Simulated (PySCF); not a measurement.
Job file and geometry (Å, from GFN2-xTB) of a spin–spin coupling run on `C#C[C]1=C[CH2][GeH2]1`, C₅H₆Ge, B3LYP/pcJ-1 Ge:pcSseg-1 indirect spin-spin coupling, non-relativistic, gas phase (PySCF 2.14.0, density-fitted response routines); density fitting, a coarse starting grid and PySCF grid level 2 are the driver's defaults:

```
$ OMP_NUM_THREADS=1 python probes_run.py task.json out

{"job": {"kind": "j", "xc": "B3LYP", "basis": "pcJ-1"}, "charge": 0, "multiplicity": 1}
C      3.070940     0.551512     0.371020
C      1.884980     0.381242     0.260068
C      0.521203     0.131268     0.090418
C     -0.530988     0.782871     0.615896
C     -1.796715     0.130981     0.132254
Ge    -0.630258    -1.149939    -0.884954
H      4.101364     0.715337     0.480131
H     -0.503787     1.636287     1.279244
H     -2.428177     0.806778    -0.445731
H     -2.402639    -0.273964     0.943711
H     -0.625222    -2.605710    -0.470155
H     -0.659503    -1.107348    -2.397928
```

Q: What does the program print?

A: 
```
coarse grid: 48152 points
cycle   1  E = -2270.7691122960  dE =  1.373e-01  |g| = 1.013e+00  |ddm| = 3.430e+00
cycle   2  E = -2270.7003963629  dE =  6.872e-02  |g| = 1.131e+00  |ddm| = 1.345e+00
cycle   3  E = -2270.8666696564  dE = -1.663e-01  |g| = 1.398e-01  |ddm| = 9.188e-01
cycle   4  E = -2270.8686842126  dE = -2.015e-03  |g| = 1.023e-01  |ddm| = 1.843e-01
cycle   5  E = -2270.8713039193  dE = -2.620e-03  |g| = 2.528e-02  |ddm| = 8.599e-02
cycle   6  E = -2270.8714600028  dE = -1.561e-04  |g| = 6.007e-03  |ddm| = 2.198e-02
cycle   7  E = -2270.8714674163  dE = -7.413e-06  |g| = 2.418e-03  |ddm| = 7.117e-03
final grid: 101312 points
cycle   8  E = -2270.8714452388  dE =  4.513e-06  |g| = 4.825e-03  |ddm| = 6.062e-03
cycle   9  E = -2270.8714245093  dE =  2.073e-05  |g| = 1.012e-02  |ddm| = 1.234e-02
cycle  10  E = -2270.8714512005  dE = -2.669e-05  |g| = 4.479e-04  |ddm| = 8.525e-03
cycle  11  E = -2270.8714512439  dE = -4.343e-08  |g| = 1.345e-04  |ddm| = 4.389e-04
cycle  12  E = -2270.8714512486  dE = -4.651e-09  |g| = 3.476e-05  |ddm| = 1.228e-04
cycle  13  E = -2270.8714512488  dE = -1.905e-10  |g| = 1.198e-06  |ddm| = 2.103e-05
converged SCF energy = -2270.8714512488

Indirect spin-spin couplings (Hz)
  i      j    bonds     total        FC       PSO       DSO        SD
  0 C    1 C    1    198.750   191.527     7.105     0.119         -
  0 C    2 C    2     12.990    13.795    -0.709    -0.097         -
  0 C    3 C    3      4.233     5.205    -0.905    -0.066         -
  0 C    4 C    4      0.454     0.152     0.379    -0.076         -
  0 C    6 H    1    265.255   266.382    -1.557     0.430         -
  0 C    7 H    4     -1.477    -1.297    -0.013    -0.166         -
  0 C    8 H    5      2.387     2.361     0.305    -0.279         -
  0 C    9 H    5      2.387     2.361     0.305    -0.279         -
  0 C   10 H    4     -0.269    -0.177     0.158    -0.250         -
  0 C   11 H    4     -0.269    -0.177     0.158    -0.250         -
  1 C    2 C    1     99.527   102.098    -2.888     0.317         -
  1 C    3 C    2     -2.280    -2.467     0.182     0.005         -
  1 C    4 C    3     13.191    13.132     0.125    -0.066         -
  1 C    6 H    2     51.320    46.720     5.759    -1.159         -
  1 C    7 H    3      5.720     5.591     0.098     0.030         -
  1 C    8 H    4     -2.550    -2.540     0.283    -0.294         -
  1 C    9 H    4     -2.558    -2.548     0.283    -0.294         -
  1 C   10 H    3     -0.323    -0.140     0.114    -0.297         -
  1 C   11 H    3     -0.323    -0.141     0.114    -0.296         -
  2 C    3 C    1     67.654    77.409   -10.083     0.329         -
  2 C    4 C    2      6.123     6.447    -0.391     0.067         -
  2 C    6 H    3      5.332     5.465     0.242    -0.375         -
  2 C    7 H    2      1.380     2.809    -1.167    -0.261         -
  2 C    8 H    3      9.803     9.948     0.133    -0.279         -
  2 C    9 H    3      9.791     9.937     0.133    -0.278         -
  2 C   10 H    2      3.258     3.878     0.134    -0.753         -
  2 C   11 H    2      3.261     3.880     0.134    -0.753         -
  3 C    4 C    1     38.073    39.025    -1.245     0.293         -
  3 C    6 H    4     -4.392    -3.987    -0.142    -0.263         -
  3 C    7 H    1    171.723   171.183    -0.434     0.973         -
  3 C    8 H    2     -7.990    -8.192     0.199     0.003         -
  3 C    9 H    2     -7.986    -8.188     0.199     0.003         -
  3 C   10 H    3      2.407     3.063     0.137    -0.793         -
  3 C   11 H    3      2.399     3.056     0.137    -0.793         -
  4 C    6 H    5      0.865     0.843     0.289    -0.267         -
  4 C    7 H    2      7.246     7.188     0.253    -0.194         -
  4 C    8 H    1    143.729   141.592     1.050     1.088         -
  4 C    9 H    1    143.729   141.591     1.050     1.088         -
  4 C   10 H    2      3.357     3.890     0.259    -0.792         -
  4 C   11 H    2      3.349     3.881     0.259    -0.792         -
  6 H    7 H    5      1.064     1.177     0.670    -0.783         -
  6 H    8 H    6     -2.141    -1.995     0.810    -0.956         -
  6 H    9 H    6     -2.143    -1.997     0.810    -0.956         -
  6 H   10 H    5     -0.171     0.112     0.593    -0.876         -
  6 H   11 H    5     -0.171     0.112     0.593    -0.876         -
  7 H    8 H    3      3.613     3.354     0.977    -0.718         -
  7 H    9 H    3      3.614     3.355     0.977    -0.718         -
  7 H   10 H    4      3.915     5.035     1.348    -2.468         -
  7 H   11 H    4      3.909     5.030     1.349    -2.469         -
  8 H    9 H    2    -19.796   -20.742     2.696    -1.750         -
  8 H   10 H    3     -1.019     0.974     1.421    -3.413         -
  8 H   11 H    3     -0.035     0.461     0.195    -0.691         -
  9 H   10 H    3     -0.031     0.462     0.194    -0.688         -
  9 H   11 H    3     -1.020     0.974     1.421    -3.414         -
 10 H   11 H    2     23.639    26.794     1.082    -4.237         -
```

Size and cost of the density-fitted run: 236 basis functions, 76 s wall time on 1 thread of an Arm Neoverse N1, shared host; peak memory 0.94 GiB.
